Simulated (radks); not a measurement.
Initial-state core-level shifts of the cadmium ion Cd2+ when its valence configuration changes from [Kr] 4d10. All-electron calculation, Dirac Kohn-Sham, PBE, spin-unpolarised, spherical densities, point nucleus; open shells are shared between the two j in proportion to 2j + 1. Program: a radial shooting solver on a logarithmic mesh with Libxc functionals. Shifts are changes of the shell-averaged eigenvalues in eV (positive: less bound).

| valence | 3s | 3d | 4s | 4p |
|---|---|---|---|---|
| 4d9 5p1 | -7.339 | -7.372 | -6.744 | -6.512 |
| 4d8 5p2 | -14.955 | -15.033 | -13.556 | -13.058 |
| 4d9.5 5p0.5 | -3.631 | -3.647 | -3.360 | -3.248 |
| 4d9.5 5s0.5 | -2.909 | -2.927 | -2.630 | -2.521 |
| 4d9 5s1 | -5.919 | -5.956 | -5.316 | -5.091 |
| 4d7.5 5s0.5 5p2 | -18.199 | -18.306 | -16.325 | -15.689 |
| 4d8 5s2 | -12.216 | -12.301 | -10.829 | -10.352 |
| 4d8.5 5s1.5 | -9.024 | -9.083 | -8.052 | -7.704 |
| 4d8.5 5s0.5 5p1 | -10.428 | -10.484 | -9.458 | -9.101 |
